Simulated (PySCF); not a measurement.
Species: C₇H₁₄OSi.
Numbering: `[CH2:1]=[C:2]([CH3:3])[C@@H:4]1[CH2:5][SiH2:6][C@@H:7]1[O:8][CH3:9]`

Cartesian coordinates in Å at the GFN2-xTB level; atoms count from 1:
```
atom  x, y, z in Å
C1    -1.546    1.835    0.528
C2    -1.000    0.628    0.478
C3    -0.833   -0.210    1.707
C4    -0.524    0.051   -0.822
C5    -1.181   -1.317   -1.148
Si6    0.437   -2.265   -0.772
C7     0.970   -0.419   -0.817
O8     1.809    0.022    0.226
C9     2.194    1.370    0.122
H10   -1.898    2.261    1.453
H11   -1.664    2.450   -0.350
H12    0.221   -0.441    1.851
H13   -1.374   -1.150    1.611
H14   -1.205    0.317    2.582
H15   -0.706    0.786   -1.612
H16   -2.067   -1.522   -0.552
H17   -1.485   -1.366   -2.192
H18    0.977   -3.113   -1.835
H19    0.527   -2.917    0.530
H20    1.427   -0.140   -1.780
H21    2.880    1.563    0.945
H22    1.332    2.041    0.201
H23    2.704    1.560   -0.831
```

NICS = −σ at a ghost point: NICS(0) at the centroid of the ring atoms, NICS(1) 1 Å to either side along the normal of their mean plane, zz for the tensor component along that normal. Level: GIAO PBE0/pcSseg-1 (PySCF, non-relativistic, gas phase) on the GFN2-xTB geometry, one conformer.

Ring bond lengths (Å), with Mayer bond orders in brackets: C4–C5 1.552 (0.97), C5–Si6 1.913 (0.94), Si6–C7 1.922 (0.89), C7–C4 1.566 (0.93).

Q: What do the NICS probes read (ppm)?

A: 
| ring | type | NICS(0) | NICS(1), two faces | NICS(1)zz, two faces | rms pucker (Å) | centre to ring atoms, mean (Å) |
| --- | --- | --- | --- | --- | --- | --- |
| C4–C5–Si6–C7 | 4-membered ring with Si; formal bonds all single | -0.4 | -2.6 / 0.1 | 0.8 / 1.5 | 0.09 | 1.22 |

Q: What do they say, and how far can they be read as aromaticity?

A: 
- C4–C5–Si6–C7: mean NICS(1)zz 1.1 ppm, near zero. C4, C5, Si6, C7 have four or more neighbours; no verdict on aromaticity is drawn.

Q: How shielded are the nuclei of the rings and their hydrogens (means over atoms taken as equivalent)?

A: 
```json
{"atoms": "C4", "environment": "allylic carbon", "σ isotropic (ppm)": "134.1"}
{"atoms": "C5", "environment": "sp3 carbon bound to silicon", "σ isotropic (ppm)": "177.2"}
{"atoms": "Si6", "environment": "SiH2 silicon", "σ isotropic (ppm)": "376.8"}
{"atoms": "C7", "environment": "sp3 carbon bound to oxygen", "σ isotropic (ppm)": "109.4"}
{"atoms": "H15", "environment": "methine hydrogen", "σ isotropic (ppm)": "28.12"}
{"atoms": "H16", "environment": "methylene hydrogen", "σ isotropic (ppm)": "30.65"}
{"atoms": "H17", "environment": "methylene hydrogen", "σ isotropic (ppm)": "30.26"}
{"atoms": "H18", "environment": "Si–H hydrogen", "σ isotropic (ppm)": "26.88"}
{"atoms": "H19", "environment": "Si–H hydrogen", "σ isotropic (ppm)": "26.88"}
{"atoms": "H20", "environment": "methine hydrogen", "σ isotropic (ppm)": "27.72"}
```
